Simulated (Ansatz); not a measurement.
Born–Oppenheimer molecular dynamics of AlF2H2N (6 atoms, charge 0, multiplicity 1). It goes on from the last frame of an earlier run, with new velocities.

Computed with Ansatz, RKS PBE/def2-SVP.

```yaml
ensemble: NVE (velocity Verlet)
time_step: 0.5 fs
steps_asked: 250
starting_velocities_drawn_for: 100 K
seed: 265048
```

First frame:

```xyz
6
Properties=species:S:1:pos:R:3
Al -0.001 0.021 0.068
N -0.012 0.040 1.848
H -0.820 -0.057 2.438
H 0.823 -0.016 2.414
F 1.427 0.129 -0.807
F -1.419 -0.150 -0.808
```

(1) How far do the bonds stretch over the last three quarters of this one trajectory? (Pairs bonded in most of those frames.)

## Answers

(1) 
```csv
bond,mean (Å),spread (Å),shortest,longest
Al1–N2,1.765,0.013,1.74,1.79
Al1–F5,1.668,0.015,1.64,1.70
Al1–F6,1.670,0.012,1.65,1.69
N2–H3,1.022,0.010,1.00,1.04
N2–H4,1.022,0.012,1.00,1.04
```

Mean temperature of the second half: 70 K. The conserved energy stayed within 0.046 meV per atom of its start (net change -0.036 meV per atom), so the integration is sound. A run of 0.12 ps of so small a system gives no equilibrium averages.

Run time: 4.2 min on 1 thread of Intel(R) Xeon(R) Platinum 8488C (Sapphire Rapids), with other jobs on the host, peak memory 0.13 GiB.
